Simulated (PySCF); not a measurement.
MoO2Br, SMILES [O]=[Mo](=[O])[Br] (connectivity only; charge and spin as stated), neutral, multiplicity 2.

Geometry optimised at B3LYP-D3(BJ)/def2-SVP. A frequency run showed that this geometry is not a minimum. The multiplicity is an assumed one; other spin states were not compared. The def2 effective core potentials stand for the cores of Mo; spin–orbit coupling is left out.

Two levels are set side by side: PBE/def2-TZVPD (PySCF) and B3LYP/def2-TZVPD (PySCF). Same geometry, gas phase. Differences are taken from unrounded values.

```json
[
 {"quantity": "α-spin orbital gap (eV)", "B3LYP": "3.16", "PBE": "1.29", "PBE minus B3LYP": "-1.86"},
 {"quantity": "β-spin orbital gap (eV)", "B3LYP": "4.68", "PBE": "3.13", "PBE minus B3LYP": "-1.55"},
 {"quantity": "dipole moment (D)", "B3LYP": "1.49", "PBE": "1.41", "PBE minus B3LYP": "-0.09"},
 {"quantity": "mean polarisability (bohr³)", "B3LYP": "67.1", "PBE": "69.5", "PBE minus B3LYP": "2.4"}
]
```

PBE's more diffuse valence density responds more strongly to a field. Differences between two approximate levels are no errors against the true value.

Rough cost on one machine, each run with all the roots and properties that it gave: B3LYP against PBE within a factor of 2.
